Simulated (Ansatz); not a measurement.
CH3O3S, SMILES CS(=O)(=O)[O-], charge -1.

The structure is a stationary point at PBE0-D3(BJ)/def2-SVPD.

Two levels are set side by side: PBE/def2-SVPD (Ansatz, a program for electronic structure) and PBE0/def2-SVPD (Ansatz). Energy differences of separate SCF runs at the same geometry; the states with an electron removed or added have multiplicity 2. Differences are taken from unrounded values.

| quantity | PBE |
|---|---|
| vertical ionisation energy (eV) | 4.04 |
| vertical singlet–triplet gap (eV) | 5.08 |

### Question
These are the PBE values. What does PBE0 give? (The exact figures need the calculation; the answer reports its results.)

### Answer

```json
[
 {"quantity": "vertical ionisation energy (eV)", "PBE0": "4.44", "PBE minus PBE0": "-0.40"},
 {"quantity": "vertical singlet–triplet gap (eV)", "PBE0": "5.64", "PBE minus PBE0": "-0.56"}
]
```
